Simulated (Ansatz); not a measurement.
Basis-set extrapolation for ClFH$_{2}$NSi (`N[Si](F)Cl`) radical (PBE0-D4/def2-TZVP geometry, frozen core, Ansatz 0.2.0). Multiplicity 2, UHF reference.

```
                      def2-TZVPP   def2-QZVPP
                 HF  -903.700107  -903.730304
    MP2 correlation    -0.744689    -0.813201
CCSD(T) correlation    -0.800650      not run
```

Energies in hartree. Use E(X) = E(∞) + A·exp(−7.88·√X) for Hartree–Fock and E(X) = E(∞) + B·X^(−2.97) for correlation, with X = 3 and 4, and add CCSD(T) minus MP2 of the smaller set to the MP2 limit.

Question: What is the CCSD(T) energy at the basis-set limit?

Answer: HF limit: -903.730304 + (-0.030197) × 0.13774 = -903.73446. MP2 limit: -0.813201 + (-0.068512) × 0.74074 = -0.86395. Higher-order term: -0.800650 − (-0.744689) = -0.05596. Total: -904.65437 hartree, 403.3 kJ/mol below CCSD(T)/def2-TZVPP.
